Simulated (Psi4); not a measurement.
Method: Psi4 1.11 with SAPT0/jun-cc-pVDZ, frozen core.

Psi4 input:

```
molecule {
0 1
B -0.46335522 -1.28576443 -0.47903751
N 0.90933410 -1.06041675 -0.15806061
B 1.40014973 0.19330969 0.31644244
N 0.44978919 1.24812302 0.46519545
B -0.93669240 1.09249491 0.16260465
N -1.35930167 -0.18764007 -0.30719632
H -0.84469339 -2.34458335 -0.87328052
H 1.56040803 -1.81998270 -0.27109232
H 2.55286666 0.35235457 0.57700183
H 0.77182395 2.14198575 0.79820530
H -1.70781795 1.99214632 0.29638649
H -2.33251104 -0.32202697 -0.52716888
--
-1 1
Cl -4.42415858 -0.61093029 -0.99933784
units angstrom
symmetry c1
no_reorient
no_com
}
set basis jun-cc-pvdz
set scf_type df
set freeze_core true
energy('sapt0')
```

Part of the output:

```
    SAPT Results
  --------------------------------------------------------------------------------------------------------
    Electrostatics                -21.32426717 [mEh]     -13.38117967 [kcal/mol]     -55.98685573 [kJ/mol]
      Elst10,r                    -21.32426717 [mEh]     -13.38117967 [kcal/mol]     -55.98685573 [kJ/mol]

    Exchange                       24.57085641 [mEh]      15.41844517 [kcal/mol]      64.51077461 [kJ/mol]
      Exch10                       24.57085641 [mEh]      15.41844517 [kcal/mol]      64.51077461 [kJ/mol]
      Exch10(S^2)                  24.14714904 [mEh]      15.15256479 [kcal/mol]      63.39833106 [kJ/mol]

    Induction                     -13.40271229 [mEh]      -8.41032894 [kcal/mol]     -35.18881627 [kJ/mol]
      Ind20,r                     -20.42976254 [mEh]     -12.81986954 [kcal/mol]     -53.63833415 [kJ/mol]
      Exch-Ind20,r                 11.29260021 [mEh]       7.08621361 [kcal/mol]      29.64871776 [kJ/mol]
      delta HF,r (2)               -4.26554996 [mEh]      -2.67667301 [kcal/mol]     -11.19919987 [kJ/mol]

    Dispersion                     -4.90728224 [mEh]      -3.07936610 [kcal/mol]     -12.88406775 [kJ/mol]
      Disp20                       -7.03241129 [mEh]      -4.41290471 [kcal/mol]     -18.46359330 [kJ/mol]
      Exch-Disp20                   2.12512905 [mEh]       1.33353861 [kcal/mol]       5.57952555 [kJ/mol]
      Disp20 (SS)                  -3.51620565 [mEh]      -2.20645235 [kcal/mol]      -9.23179665 [kJ/mol]
      Disp20 (OS)                  -3.51620565 [mEh]      -2.20645235 [kcal/mol]      -9.23179665 [kJ/mol]
      Exch-Disp20 (SS)              1.19707465 [mEh]       0.75117568 [kcal/mol]       3.14291907 [kJ/mol]
      Exch-Disp20 (OS)              0.92805440 [mEh]       0.58236293 [kcal/mol]       2.43660648 [kJ/mol]

  Total HF                        -10.15612305 [mEh]      -6.37306343 [kcal/mol]     -26.66489739 [kJ/mol]
  Total SAPT0                     -15.06340529 [mEh]      -9.45242953 [kcal/mol]     -39.54896514 [kJ/mol]
```
